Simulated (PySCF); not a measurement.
# Computed spin Hamiltonian

C4H9Si (doublet state).
Cartesian coordinates in Å at the GFN2-xTB level; atoms count from 1:
```
atom  x, y, z in Å
C1     1.853    0.480    0.252
C2     0.565   -0.230    0.653
C3    -0.369   -0.406   -0.518
C4    -1.852   -0.710   -0.205
Si5   -1.569    0.975   -0.999
H6     2.375   -0.087   -0.516
H7     2.515    0.593    1.107
H8     1.628    1.468   -0.147
H9     0.811   -1.212    1.074
H10    0.064    0.344    1.437
H11    0.060   -1.037   -1.291
H12   -2.093   -0.776    0.850
H13   -2.281   -1.539   -0.752
H14   -1.708    2.139   -0.127
```

The hyperfine couplings belong to this conformer and change with its torsions.

The species is `[SiH]1C[C@@H]1CC` [radical].

Theory: UKS B3LYP, pcH-1 on C H Si, non-relativistic, mean-field spin-orbit, GIAO in PySCF 2.14.0. Geometry: GFN2-xTB, one conformer, isolated molecule. The geometry wasn't refined by DFT: couplings that depend on bond lengths, twists or pyramidal angles can differ widely from those at the functional's own minimum, by a factor of two or more for some ions and for spin on atoms past the first row. Stability of the SCF solution: not tested.

```json
{"g1, g2, g3": "2.00173, 2.00412, 2.01079", "g_iso": "2.00555", "Form of g": "rhombic: the two nearest values differ by 26 % of g3 − g1", "⟨S²⟩": "0.7518 (exact 0.7500)", "α and β electrons": "24, 23", "Total energy": "-447.27549 Eh"}
```

Hyperfine couplings atom by atom, in MHz; T1 to T3 are the principal values of the dipolar part; ρ(0) is the spin density at the nucleus:

| atom | isotope | a_iso | of which spin–orbit | T1 | T2 | T3 | Mulliken spin population | ρ(0) (bohr⁻³) |
| --- | --- | --- | --- | --- | --- | --- | --- | --- |
| C1 | 13C | 4.6 | 0.0 | -0.5 | -0.3 | 0.8 | 0.00 | 0.0041 |
| C2 | 13C | 2.8 | 0.0 | -1.3 | -1.1 | 2.4 | 0.00 | 0.0025 |
| C3 | 13C | 14.3 | 0.0 | -8.2 | -7.6 | 15.8 | 0.06 | 0.0127 |
| C4 | 13C | 0.5 | 0.1 | -5.1 | -4.1 | 9.2 | 0.02 | 0.0004 |
| Si5 | 29Si | -649.2 | 0.5 | -152.2 | 71.6 | 80.6 | 0.85 | 0.7310 |
| H6 | 1H | -0.2 | 0.0 | -1.1 | -0.8 | 1.9 | 0.00 | 0.0000 |
| H7 | 1H | -0.5 | 0.0 | -0.8 | -0.6 | 1.4 | 0.00 | -0.0001 |
| H8 | 1H | 0.4 | 0.0 | -1.5 | -1.1 | 2.7 | 0.00 | 0.0001 |
| H9 | 1H | 26.8 | 0.0 | -1.6 | -0.6 | 2.3 | 0.01 | 0.0060 |
| H10 | 1H | 0.4 | 0.0 | -2.4 | -1.0 | 3.3 | 0.00 | 0.0001 |
| H11 | 1H | 2.9 | 0.0 | -4.4 | -3.0 | 7.4 | 0.00 | 0.0006 |
| H12 | 1H | 6.8 | 0.0 | -3.8 | -0.7 | 4.5 | 0.00 | 0.0015 |
| H13 | 1H | 19.4 | 0.0 | -3.5 | -3.1 | 6.6 | 0.01 | 0.0043 |
| H14 | 1H | 148.2 | 0.0 | -7.5 | 0.4 | 7.1 | 0.07 | 0.0331 |

The Mulliken spin populations are largest on Si5 (+0.85) and H14 (+0.07). Si5 is the only atom above +0.15. The angles at Si5 add up to 284.2°, so it is pyramidal.

Axes: g3 points within 12° of the Si5–H14 bond.

Under fast tumbling the dipolar parts average out, and these isotropic splittings remain: 1 × 1H (H14, I = 1/2, 2 lines) with 5.28 mT, 1 × 1H (H9, I = 1/2, 2 lines) with 0.95 mT, 1 × 1H (H13, I = 1/2, 2 lines) with 0.69 mT, 1 × 1H (H12, I = 1/2, 2 lines) with 0.24 mT and 1 × 1H (H11, I = 1/2, 2 lines) with 0.10 mT.

The 13C coupling of C3 (14.3 MHz) shows only in satellite lines or after enrichment, since that isotope makes up about 1.07 % of natural carbon.

The 29Si coupling of Si5 (-649.2 MHz) shows only in satellite lines or after enrichment, since that isotope makes up about 4.7 % of natural silicon.
